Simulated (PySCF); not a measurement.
Compound: C7H9ClN (charge +1).
Numbering: `[CH3:1][CH2:2][c:3]1[cH:4][cH:5][nH+:6][cH:7][c:8]1[Cl:9]` (hydrogens: H10, H11, H12 on C1; H13, H14 on C2; H15 on C4; H16 on C5; H17 on N6; H18 on C7)

A GFN2-xTB structure was refined with PBE0-D3(BJ)/def2-SVP geometry optimisation, gas phase in PySCF. Its GFN2-xTB values:

```csv
coordinate,GFN2-xTB
C1–C2,1.551 Å
C1–H10,1.081 Å
C2–C3,1.496 Å
C2–H13,1.101 Å
C3–C4,1.370 Å
C3–C8,1.393 Å
C4–C5,1.410 Å
C4–H15,1.052 Å
C5–N6,1.332 Å
C5–H16,1.091 Å
N6–C7,1.351 Å
N6–H17,1.012 Å
C7–C8,1.393 Å
C7–H18,1.085 Å
C8–Cl9,1.708 Å
C1–C2–C3,110.6°
C2–C3–C4,119.5°
C2–C3–C8,120.4°
C3–C4–C5,119.2°
C3–C8–C7,118.8°
C3–C8–Cl9,123.5°
C4–C3–C8,119.9°
C5–N6–C7,121.5°
C1–C2–C3–C4,93°
```

**Question.** How do these coordinates change at the PBE0-D3(BJ)/def2-SVP level?

**Answer.** 
| coordinate | PBE0-D3(BJ)/def2-SVP (Å or °) | change |
| --- | --- | --- |
| C4–H15 | 1.092 | +0.040 |
| C3–C4 | 1.404 | +0.034 |
| C4–C5 | 1.380 | -0.030 |
| C3–C8 | 1.414 | +0.021 |
| C1–H10 | 1.099 | +0.018 |
| C1–C2 | 1.534 | -0.017 |
| C5–N6 | 1.344 | +0.012 |
| N6–C7 | 1.343 | -0.008 |
| N6–H17 | 1.020 | +0.008 |
| C7–C8 | 1.386 | -0.007 |
| C7–H18 | 1.091 | +0.006 |
| C2–C3 | 1.491 | -0.005 |
| C8–Cl9 | 1.707 | -0.001 |
| C2–H13 | 1.100 | -0.001 |
| C5–H16 | 1.091 | 0.000 |
| C4–C3–C8 | 116.9 | -3.0 |
| C3–C8–Cl9 | 121.5 | -2.0 |
| C3–C4–C5 | 121.1 | +1.9 |
| C2–C3–C4 | 121.2 | +1.7 |
| C2–C3–C8 | 121.9 | +1.5 |
| C3–C8–C7 | 120.2 | +1.4 |
| C5–N6–C7 | 123.0 | +1.5 |
| C1–C2–C3 | 111.7 | +1.1 |
| C1–C2–C3–C4 | 96 | +3 |

The energy falls by 0.176 eV over 10 energy and gradient evaluations, the largest force component goes from 0.0598 to 1.9e-04 Eh/bohr, and the atoms move by 0.049 Å rms after alignment. The bond that changes most is C4–H15 (aromatic CH carbon to aromatic hydrogen), which lengthens by 0.040 Å. Bonds longer at the end by more than 0.005 Å: 9 of 18; shorter: 5. Rotational constants go from 1828, 1321, 821.6 to 1831, 1307, 814.4 MHz.

The run used 175 basis functions and 70 SCF cycles in all.

Stationary, but not proved a minimum.

The values belong to the conformer `[CH3:1][CH2:2][c:3]1[cH:4][cH:5][nH+:6][cH:7][c:8]1[Cl:9]`: C1–C2–C3–C4 96°.
